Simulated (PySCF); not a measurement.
benzene (C₆H₆), singlet, geometry from GFN2-xTB, with bond 11-5 at 1.3 times its length; PBE/6-31G (PySCF).

Here is a job for PySCF.
```python
from pyscf import gto, scf, dft

mol = gto.M(
    atom='''
C    -0.000731    1.384546    0.010221
C     1.198719    0.692906    0.005108
C     1.199450   -0.691639   -0.005114
C     0.000731   -1.384546   -0.010221
C    -1.198719   -0.692906   -0.005108
C    -1.199450    0.691639    0.005114
H    -0.001302    2.464982    0.018198
H     2.134144    1.233619    0.009093
H     2.135446   -1.231363   -0.009104
H     0.001302   -2.464982   -0.018198
H    -2.414772   -1.395833   -0.010289
H    -2.135446    1.231363    0.009104
''',
    basis='6-31g',
    charge=0,
    spin=0,
    verbose=4,
)

mf = dft.RKS(mol)
mf.xc = 'pbe'
mf.kernel()
mf.analyze()
```

Output, abridged:

```
PySCF version 2.14.0

[INPUT] verbose = 4
[INPUT] num. atoms = 12
[INPUT] num. electrons = 42
[INPUT] charge = 0
[INPUT] spin (= nelec alpha-beta = 2S) = 0
[INPUT] symmetry False subgroup None
[INPUT] Mole.unit = angstrom
[INPUT] Symbol           X                Y                Z      unit          X                Y                Z       unit  Magmom
[...]
nuclear repulsion = 203.584910388988
number of shells = 42
number of NR pGTOs = 156
number of NR cGTOs = 66
basis = 6-31g
ecp = {}

******** <class 'pyscf.dft.rks.RKS'> ********
method = RKS
initial guess = minao
damping factor = 0
level_shift factor = 0
DIIS = <class 'pyscf.scf.diis.CDIIS'>
diis_start_cycle = 1
diis_space = 8
diis_damp = 0
SCF conv_tol = 1e-09
SCF conv_tol_grad = None
SCF max_cycles = 50
direct_scf = True
direct_scf_tol = 1e-13
XC library pyscf.dft.libxc version 7.1.2
    S. Lehtola, C. Steigemann, M. J. T. Oliveira, and M. A. L. Marques,  SoftwareX 7, 1–5 (2018)
XC functionals = pbe
    J. P. Perdew, K. Burke, and M. Ernzerhof,  Phys. Rev. Lett. 77, 3865 (1996)
    J. P. Perdew, K. Burke, and M. Ernzerhof,  Phys. Rev. Lett. 78, 1396 (1997)
    J. P. Perdew, K. Burke, and M. Ernzerhof,  Phys. Rev. Lett. 77, 3865 (1996)
    J. P. Perdew, K. Burke, and M. Ernzerhof,  Phys. Rev. Lett. 78, 1396 (1997)
radial grids:
    Treutler-Ahlrichs [JCP 102, 346 (1995); DOI:10.1063/1.469408] (M4) radial grids

becke partition: Becke, JCP 88, 2547 (1988); DOI:10.1063/1.454033
pruning grids: <function nwchem_prune>
grids dens level: 3
symmetrized grids: False
atomic radii adjust function: <function treutler_atomic_radii_adjust>
small_rho_cutoff = 0
Set gradient conv threshold to 3.16228e-05
Initial guess from minao.
tot grids = 143560
init E= -232.540217672026
[...]
cycle= 1 E= -231.789696134074  delta_E= 0.751  |g|= 0.452  |ddm|= 3.47
[...]
cycle= 2 E= -231.731789785596  delta_E= 0.0579  |g|= 0.625  |ddm|= 1.36
[...]
cycle= 3 E= -231.854142355452  delta_E= -0.122  |g|= 0.0221  |ddm|= 0.881
[...]
cycle= 4 E= -231.854283637458  delta_E= -0.000141  |g|= 0.0153  |ddm|= 0.0775
[...]
cycle= 5 E= -231.854350215021  delta_E= -6.66e-05  |g|= 0.00651  |ddm|= 0.0265
[...]
cycle= 6 E= -231.85436159218  delta_E= -1.14e-05  |g|= 0.00233  |ddm|= 0.00798
[...]
cycle= 7 E= -231.854363003462  delta_E= -1.41e-06  |g|= 0.000531  |ddm|= 0.00281
[...]
cycle= 8 E= -231.854363105419  delta_E= -1.02e-07  |g|= 6.23e-05  |ddm|= 0.00101
[...]
cycle= 9 E= -231.854363106062  delta_E= -6.43e-10  |g|= 4.24e-05  |ddm|= 8.78e-05
[...]
cycle= 10 E= -231.854363106591  delta_E= -5.29e-10  |g|= 1.24e-06  |ddm|= 4.43e-05
[...]
Extra cycle  E= -231.85436310659  delta_E= 1.71e-12  |g|= 1.48e-06  |ddm|= 3.31e-06
converged SCF energy = -231.85436310659
**** SCF Summaries ****
Total Energy =                        -231.854363106589659
Nuclear Repulsion Energy =             203.584910388987765
One-electron Energy =                 -714.322137285229473
Two-electron Energy =                  278.882863789652049
Two-electron Coulomb Energy =          313.321706342450227
DFT Exchange-Correlation Energy =      -34.438842552798178
HOMO-LUMO gap [eV] =                     5.454577711309619
**** MO energy ****
[...]
 ** Mulliken pop on meta-lowdin orthogonal AOs  **
 ** Mulliken pop  **
 ** Mulliken atomic charges  **
charge of    0C =     -0.11514
charge of    1C =     -0.11630
charge of    2C =     -0.11514
charge of    3C =     -0.11921
charge of    4C =     -0.06417
charge of    5C =     -0.11921
charge of    6H =      0.11833
charge of    7H =      0.11704
charge of    8H =      0.11833
charge of    9H =      0.12186
charge of   10H =      0.05174
charge of   11H =      0.12186
Dipole moment(X, Y, Z, Debye):  0.28590,  0.16527,  0.00122
```
